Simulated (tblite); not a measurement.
C7H11O (doublet state).
SMILES with atom numbers: `[CH3:1][CH2:2][C@:3]12[CH2:4][C@:5]([O:6])([CH2:7]1)[CH2:8]2` (hydrogens: H9, H10, H11 on C1; H12, H13 on C2; H14, H15 on C4; H16, H17 on C7; H18, H19 on C8)

Geometry (GFN2-xTB, Å), atoms numbered from 1 in this order:
```
atom  x, y, z in Å
C1     2.147   -0.817   -0.438
C2     1.434    0.466   -0.023
C3    -0.054    0.270    0.086
C4    -1.000   -0.125   -1.049
C5    -1.953    0.011    0.263
O6    -3.198   -0.105    0.295
C7    -1.078    1.354    0.435
C8    -0.800   -0.706    1.018
H9     1.789   -1.155   -1.407
H10    3.219   -0.648   -0.508
H11    1.971   -1.604    0.291
H12    1.635    1.253   -0.754
H13    1.815    0.803    0.945
H14   -1.162    0.583   -1.856
H15   -0.997   -1.154   -1.397
H16   -1.126    1.704    1.463
H17   -1.235    2.158   -0.276
H18   -0.736   -0.511    2.086
H19   -0.681   -1.768    0.820
```

Method: GFN2-xTB as coded in tblite; computed harmonic values from a numerical Hessian at the method's own geometry, unscaled. Errors from tens to a few hundred cm⁻¹ against measured bands are possible. One conformer, not necessarily the lowest. Open shells enter through the occupations alone, without spin polarisation, and single modes of such species can be off by tens of per cent.

Harmonic wavenumbers (cm⁻¹): 62.1, 126.6, 165.7, 192.9, 277.1, 339.4, 432.2, 463.2, 553.3, 560.3, 609.1, 703.7, 783.9, 816.8, 833.9, 883.4, 898.8, 916.9, 933.1, 985.7, 1011.5, 1020.5, 1035.4, 1075.1, 1087.4, 1097.3, 1136.2, 1166.7, 1190.3, 1259.8, 1307.4, 1361.4, 1411.2, 1449.5, 1458.5, 1477.9, 1487.4, 1501.0, 1503.9, 1517.8, 2964.8, 2977.8, 2998.2, 3004.3, 3008.6, 3011.9, 3023.1, 3029.7, 3041.1, 3043.8, 3048.3.

A = 4985, B = 1373, C = 1324 MHz; mass 111.081 u (most abundant isotopes); point group C1, symmetry number 1; spin multiplicity 2.

Q: Zero-point energy?

A: Half the sum of the wavenumbers: 35123 cm⁻¹ = 100.42 kcal/mol.

Q: What is S at 298.15 K and 1 bar for an ideal gas of classical rigid rotors and harmonic oscillators?

A: Translation 40.06, rotation 27.96, vibration 20.26, spin (R ln 2) 1.38: S = 89.7 cal/(mol K).

Q: And Cp and H(298.15 K) − H(0)?

A: Cp = 33.68 cal/(mol K), of which vibrations give 25.73 (their classical limit is 51 R = 101.3); H(298.15 K) − H(0) = 5.80 kcal/mol without the zero-point energy, 3.43 from vibrations.

Q: What must be added to the electronic energy to get the Gibbs energy at 298.15 K and 1 bar?

A: ZPE + [H(298.15 K) − H(0)] − T·S = 100.42 + 5.80 − 26.73 = 79.49 kcal/mol.

Q: Which modes carry the vibrational entropy at 298.15 K?

A: 62.1 cm⁻¹: 4.39; 126.6 cm⁻¹: 3.00; 165.7 cm⁻¹: 2.48; 192.9 cm⁻¹: 2.20; 277.1 cm⁻¹: 1.55; 339.4 cm⁻¹: 1.21 cal/(mol K); the other 45 give 5.43 together.

Q: How do the functions run with temperature in this model?

A: 
```json
{"T (K)": "100", "S (cal/(mol K))": "65.5", "Cp (cal/(mol K))": "15.0", "H − H(0) (kcal/mol)": "1.10", "G − H(0) (kcal/mol)": "-5.45", "ln q(vib)": "0.89"}
{"T (K)": "200", "S (cal/(mol K))": "78.4", "Cp (cal/(mol K))": "23.4", "H − H(0) (kcal/mol)": "3.01", "G − H(0) (kcal/mol)": "-12.68", "ln q(vib)": "2.58"}
{"T (K)": "300", "S (cal/(mol K))": "89.9", "Cp (cal/(mol K))": "33.9", "H − H(0) (kcal/mol)": "5.86", "G − H(0) (kcal/mol)": "-21.10", "ln q(vib)": "4.44"}
{"T (K)": "500", "S (cal/(mol K))": "112.0", "Cp (cal/(mol K))": "53.6", "H − H(0) (kcal/mol)": "14.71", "G − H(0) (kcal/mol)": "-41.31", "ln q(vib)": "8.58"}
{"T (K)": "800", "S (cal/(mol K))": "141.7", "Cp (cal/(mol K))": "72.5", "H − H(0) (kcal/mol)": "33.90", "G − H(0) (kcal/mol)": "-79.50", "ln q(vib)": "15.14"}
{"T (K)": "1000", "S (cal/(mol K))": "158.9", "Cp (cal/(mol K))": "80.7", "H − H(0) (kcal/mol)": "49.26", "G − H(0) (kcal/mol)": "-109.59", "ln q(vib)": "19.39"}
```

q(vib) and H(0) count from the zero-point level.

Hindered rotation and anharmonicity are outside this model. Other conformers, if any are populated, would add a mixing term that is left out. The structure is chiral; the term R ln 2 for an equal mix with its mirror image is left out.
